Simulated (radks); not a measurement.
Results of a calculation; reference values are marked as such.
Question: Valence configurations of the hafnium ion Hf+ (all share [Xe]). Level of theory: scalar-relativistic Kohn-Sham, r2SCAN, spin-polarised, spherical densities, finite nucleus; open shells are filled with parallel spins first (spin-orbit coupling, left out, can overturn this in heavy ions); meta-GGA in the generalised Kohn-Sham scheme; Fermi nuclear charge, rms radius 5.347 fm (a radial shooting solver on a logarithmic mesh with Libxc functionals). Order these by energy: 4f14 6s2 6p1; 4f13 5d1 6s1 6p2; 4f14 5d1 6s2; 4f13.5 5d1 6s2 6p0.5; 4f14 5d1 6s1 6p1; 4f14 5d2 6s1; 4f14 5d0.5 6s1.5 6p1; 4f14 5d1 6p2; 4f14 5d0.5 6s2 6p0.5; 4f13 5d1 6s2 6p1.

Answer: From the lowest, in eV above it: 4f14 5d2 6s1 0.000; 4f14 5d1 6s2 0.085; 4f14 5d0.5 6s2 6p0.5 2.219; 4f14 5d1 6s1 6p1 3.639; 4f14 5d0.5 6s1.5 6p1 4.309; 4f14 6s2 6p1 4.538; 4f14 5d1 6p2 8.971; 4f13.5 5d1 6s2 6p0.5 11.076; 4f13 5d1 6s2 6p1 24.588; 4f13 5d1 6s1 6p2 28.112. NIST lists [Xe] 4f14 5d1 6s2 as the ground configuration; this level of theory puts 4f14 5d2 6s1 lower, by 0.085 eV. The energies are those of spherical high-spin densities, not of single terms.
